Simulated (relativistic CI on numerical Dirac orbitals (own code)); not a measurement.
A reference radial Dirac CI calculation of N+ gave the lowest total energy -53.93065 Ha in 30 SCF steps, from this input:

```
atom N  Z=7  charge=1  electrons=6
nucleus A=14  rms_radius_fm=2.5582
hamiltonian dirac-coulomb  breit=on  qed=on  c_scale=1
orbitals kli  potential=per-configuration
slater_scale 1
correlation none
mixing on
grid step=0.0125 r_max=34.5
scf mixing=0.4 start=green max_iterations=150 tolerance=2e-08 node_fill=0.05
configurations
  [He] 2s2 2p2
  [He] 2s 2p3
  [He] 2p4
end
```

One setting was then changed, and the output read:

```
SCF 1: [He] 2s2 2p2
 iter      energy (Ha)   residual   last orbital (Ha)
    1       -53.606694   4.65e-01     -1.35775
    2       -53.815525   2.17e-01     -1.16533
    3       -53.865452   1.15e-02     -1.04872
    4       -53.865807   5.26e-03     -1.06225
    5       -53.865872   2.94e-04     -1.06578
    6       -53.865872   2.03e-05     -1.06575
    7       -53.865872   1.53e-06     -1.06575
    8       -53.865872   8.47e-08     -1.06575
    9       -53.865872   3.21e-08     -1.06575
   10       -53.865872   3.34e-10     -1.06575
SCF 2: [He] 2s 2p3
 iter      energy (Ha)   residual   last orbital (Ha)
    1       -53.096021   5.07e-01     -1.35775
    2       -53.360654   2.27e-01     -1.13060
    3       -53.417094   1.36e-02     -1.00266
    4       -53.417201   1.20e-02     -1.03981
    5       -53.417507   5.01e-04     -1.02320
    6       -53.417509   1.52e-04     -1.02233
    7       -53.417509   2.93e-06     -1.02250
    8       -53.417509   2.40e-06     -1.02250
    9       -53.417509   9.73e-08     -1.02249
   10       -53.417509   2.49e-09     -1.02249
SCF 3: [He] 2p4
 iter      energy (Ha)   residual   last orbital (Ha)
    1       -52.437122   5.46e-01     -1.35775
    2       -52.781599   2.31e-01     -1.09740
    3       -52.842795   1.44e-02     -0.96748
    4       -52.842448   1.83e-02     -1.01280
    5       -52.843332   7.04e-04     -0.98963
    6       -52.843332   2.84e-04     -0.98840
    7       -52.843333   1.38e-05     -0.98867
    8       -52.843333   2.68e-06     -0.98869
    9       -52.843333   8.14e-08     -0.98869
   10       -52.843333   8.96e-09     -0.98869
orbital energies (Ha): 1s -15.1729  2s -1.5033  2p1/2 -1.0663  2p3/2 -1.0657
configuration averages (Ha): Dirac-Coulomb, Breit, QED
  2s2 2p2                        -53.865872    0.002985    0.002891
  2s 2p3                         -53.417509    0.002956    0.002806
  2p4                            -52.843333    0.002935    0.002721
levels: no., configuration, term, J, E (cm-1), weight
   1 2s2 2p2                3P   0                0.0  0.98
   2 2s2 2p2                3P   1               29.8  0.98
   3 2s2 2p2                3P   2               80.1  0.98
   4 2s2 2p2                1D   2            17486.1  0.98
   5 2s2 2p2                1S   0            30867.6  0.93
   6 2s 2p3                 5S*  2            36852.6  1.00
   7 2s 2p3                 3D*  3            95448.2  1.00
   8 2s 2p3                 3D*  2            95457.2  1.00
   9 2s 2p3                 3D*  1            95458.8  1.00
  10 2s 2p3                 3P*  1           112845.6  1.00
  11 2s 2p3                 3P*  2           112846.4  1.00
  12 2s 2p3                 3P*  0           112849.3  1.00
  13 2s 2p3                 1D*  2           160505.3  1.00
  14 2s 2p3                 3S*  1           166956.1  1.00
lowest total energy -53.920798 Ha
end: converged
```

(1) Which setting was changed?
A. end of the grid
B. grid step
C. Slater scale
D. speed of light

## Answers

(1) D. The speed of light × 1.25.
